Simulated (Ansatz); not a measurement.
Gas-phase electronic energies from Ansatz, PBE0-D4/def2-TZVP geometries. CCSD(T)/CBS adds triple-zeta CCSD(T) − MP2 to the extrapolated MP2 energy (def2 sets, frozen cores). Functionals use def2-TZVPP. For Ge outer-core shells are correlated without core-valence functions, which leaves a few kJ/mol of doubt a bond. Scalar relativity is left out up to krypton. Each species was taken in one conformer, which may not be the lowest.

Consider the ligand exchange at the Si–N bond: `O[Si@@H](Cl)N[Si@@H](O)Cl` + `[SH][GeH2][Cl]` → `O[SiH](Cl)[S][GeH2][Cl]` + `N[SiH](O)Cl`.

```
             level  ΔE (kJ/mol)  difference from CCSD(T)/CBS
           ωB97X-V          9.2                          2.3
           ωB97M-V          9.1                          2.2
               PBE          2.1                         -4.8
            r2SCAN          7.2                          0.3
    MP2/def2-TZVPP          6.0                         -0.9
CCSD(T)/def2-TZVPP         12.1                          5.2
     HF/def2-QZVPP         23.9                         17.0
    MP2/def2-QZVPP          3.4                         -3.5
SCS-MP2/def2-QZVPP          8.4                          1.5
     MP2/CBS(def2)          0.8                         -6.1
       CCSD(T)/CBS          6.9                            0
```

Largest T1 diagnostic among the species: 0.011.

The D4 term adds −4.3 kJ/mol with B3LYP and −2.0 kJ/mol with PBE0; it sums over pairs of atoms, weighted by their polarisabilities, and B3LYP, whose exchange is more repulsive, gets the larger term. In def2-TZVPP, CCSD(T) changes the Hartree–Fock value by −10.8 kJ/mol (the triples alone add −2.8 kJ/mol) and MP2 by −16.8 kJ/mol.

B3LYP here is the variant with VWN-RPA as its local correlation; programs differ in this.
